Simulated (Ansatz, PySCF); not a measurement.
C4H4F2O2, SMILES C(=O)[C@H]1OC(F)(F)C1. Atoms are numbered in the order given.

```xyz
12

O      3.1087     0.2886     0.0315
C      2.0311    -0.1372    -0.2889
C      0.7605     0.6836    -0.2081
C     -0.1305     0.3905     1.0260
C     -1.1221    -0.1038    -0.0264
F     -1.4375    -1.4114     0.0265
F     -2.2821     0.5687    -0.1162
O     -0.2741     0.1790    -1.0880
H      1.8727    -1.1891    -0.6453
H      0.9826     1.7462    -0.3898
H      0.2282    -0.3932     1.7058
H     -0.4626     1.2733     1.5845
```

Geometry: B3LYP-D3(BJ)/def2-SVP. The structure was generated by enumeration; whether it is a known compound was not checked. The values are those of a single conformer.

Two levels are set side by side: PBE-D3(BJ)/def2-SVP (Ansatz, an electronic-structure program) and B3LYP-D3(BJ)/def2-SVP (Ansatz). Each level has its own optimised geometry; the coordinates shown are those of the second. Frequencies come from the Hessian of PySCF at each geometry. Differences are taken from unrounded values.

```json
[
 {"quantity": "mean bond length (Å)", "B3LYP-D3(BJ)": "1.312", "PBE-D3(BJ)": "1.319", "PBE-D3(BJ) minus B3LYP-D3(BJ)": "0.008"},
 {"quantity": "bond O1–C2 (Å)", "B3LYP-D3(BJ)": "1.202", "PBE-D3(BJ)": "1.212", "PBE-D3(BJ) minus B3LYP-D3(BJ)": "0.009"},
 {"quantity": "bond C2–C3 (Å)", "B3LYP-D3(BJ)": "1.515", "PBE-D3(BJ)": "1.519", "PBE-D3(BJ) minus B3LYP-D3(BJ)": "0.004"},
 {"quantity": "bond C3–C4 (Å)", "B3LYP-D3(BJ)": "1.550", "PBE-D3(BJ)": "1.551", "PBE-D3(BJ) minus B3LYP-D3(BJ)": "0.001"},
 {"quantity": "bond C3–O8 (Å)", "B3LYP-D3(BJ)": "1.449", "PBE-D3(BJ)": "1.457", "PBE-D3(BJ) minus B3LYP-D3(BJ)": "0.008"},
 {"quantity": "bond C4–C5 (Å)", "B3LYP-D3(BJ)": "1.528", "PBE-D3(BJ)": "1.531", "PBE-D3(BJ) minus B3LYP-D3(BJ)": "0.003"},
 {"quantity": "bond C5–F6 (Å)", "B3LYP-D3(BJ)": "1.346", "PBE-D3(BJ)": "1.356", "PBE-D3(BJ) minus B3LYP-D3(BJ)": "0.010"},
 {"quantity": "bond C5–F7 (Å)", "B3LYP-D3(BJ)": "1.344", "PBE-D3(BJ)": "1.354", "PBE-D3(BJ) minus B3LYP-D3(BJ)": "0.010"},
 {"quantity": "bond C5–O8 (Å)", "B3LYP-D3(BJ)": "1.388", "PBE-D3(BJ)": "1.399", "PBE-D3(BJ) minus B3LYP-D3(BJ)": "0.011"},
 {"quantity": "bond C2–H9 (Å)", "B3LYP-D3(BJ)": "1.122", "PBE-D3(BJ)": "1.134", "PBE-D3(BJ) minus B3LYP-D3(BJ)": "0.012"},
 {"quantity": "bond C3–H10 (Å)", "B3LYP-D3(BJ)": "1.101", "PBE-D3(BJ)": "1.110", "PBE-D3(BJ) minus B3LYP-D3(BJ)": "0.009"},
 {"quantity": "bond C4–H11 (Å)", "B3LYP-D3(BJ)": "1.098", "PBE-D3(BJ)": "1.106", "PBE-D3(BJ) minus B3LYP-D3(BJ)": "0.008"},
 {"quantity": "bond C4–H12 (Å)", "B3LYP-D3(BJ)": "1.096", "PBE-D3(BJ)": "1.104", "PBE-D3(BJ) minus B3LYP-D3(BJ)": "0.008"},
 {"quantity": "highest harmonic wavenumber (cm⁻¹)", "B3LYP-D3(BJ)": "3182", "PBE-D3(BJ)": "3121", "PBE-D3(BJ) minus B3LYP-D3(BJ)": "-61"},
 {"quantity": "mean harmonic wavenumber (cm⁻¹)", "B3LYP-D3(BJ)": "1174", "PBE-D3(BJ)": "1137", "PBE-D3(BJ) minus B3LYP-D3(BJ)": "-38"},
 {"quantity": "zero-point energy (kcal/mol)", "B3LYP-D3(BJ)": "50.36", "PBE-D3(BJ)": "48.75", "PBE-D3(BJ) minus B3LYP-D3(BJ)": "-1.62"}
]
```

GGA bonds tend to be longer and softer than those of functionals with exact exchange. Differences between two approximate levels are no errors against the true value.
